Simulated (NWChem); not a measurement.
NH2SeBr; SMILES N[Se]Br

```xyz
5

Se     0.3962     0.9609     0.0000
Br    -0.0454    -1.3801     0.0000
N     -1.1968     1.7560     0.0000
H     -1.7514     1.6697     0.8472
H     -1.7514     1.6697    -0.8472
```
Atoms are numbered in this order, from 1.

The geometry was optimised at PBE0/def2-SVP.

Symmetry labels are those of Cs in the frame above (b1 and b2, or b-type labels, depend on it).

Q: List the 4 lowest vertical singlet excitations from CAM-B3LYP/def2-SVPD, TDA (NWChem).

A: 
| state | energy (eV) | oscillator strength | symmetry | leading excitation (squared amplitude) |
|---|---|---|---|---|
| S1 | 2.95 | 0.001 | a" | HOMO → LUMO (0.98) |
| S2 | 4.66 | 0.006 | a' | HOMO−1 → LUMO (0.82) |
| S3 | 4.92 | 0.001 | a" | HOMO → LUMO+1 (0.78) |
| S4 | 5.26 | 0.001 | a" | HOMO−3 → LUMO (0.88) |
